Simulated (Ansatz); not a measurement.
```yaml
crystal:
  periodic: [true, true, true]
  atoms:
    - {symbol: N, position_ang: [-1.366285, 1.530712, -0.420844]}
    - {symbol: W, position_ang: [0.390008, -0.133093, -0.674738]}
    - {symbol: N, position_ang: [0.801489, -1.337968, 1.397998]}
    - {symbol: O, position_ang: [-0.257989, -1.550859, -2.138547]}
    - {symbol: O, position_ang: [2.190579, 0.891353, -1.204980]}
    - {symbol: H, position_ang: [-1.150640, 2.745058, -0.162633]}
    - {symbol: H, position_ang: [-2.576000, 1.323382, -0.706178]}
    - {symbol: H, position_ang: [0.271698, -2.445107, 1.683260]}
    - {symbol: H, position_ang: [1.697141, -1.023466, 2.226675]}
basis:
  gaussian: {orbitals: def2-SVP}
hamiltonian: {xc: {name: B2GP-PLYP}}
```

```sh
$ ansatz run in.yaml --threads 4 --pin off --events-out ev --progress --plain --max-ram 10444MiB
```

(1) How does Ansatz answer? (Estimate.)

Results:

(1) Computed: The input was rejected before any iteration.
```
Error: YAML parse error: error: line 2 column 3: crystal: missing field `lattice` (a structure is typed as `lattice` and `atoms`, a molecule's as `atoms` in Å alone, or read from a run's directory, `checkpoint`)
 --> <input>:2:3
  |
1 | crystal:
2 |   periodic: [true, true, true]
  |   ^ crystal: missing field `lattice` (a structure is typed as `lattice` and `atoms`, a molecule's as `atoms` in Å alone, or read from a run's directory, `checkpoint`)
3 |   atoms:
4 |     - {symbol: N, position_ang: [-1.366285, 1.530712, -0.420844]}
  |
```
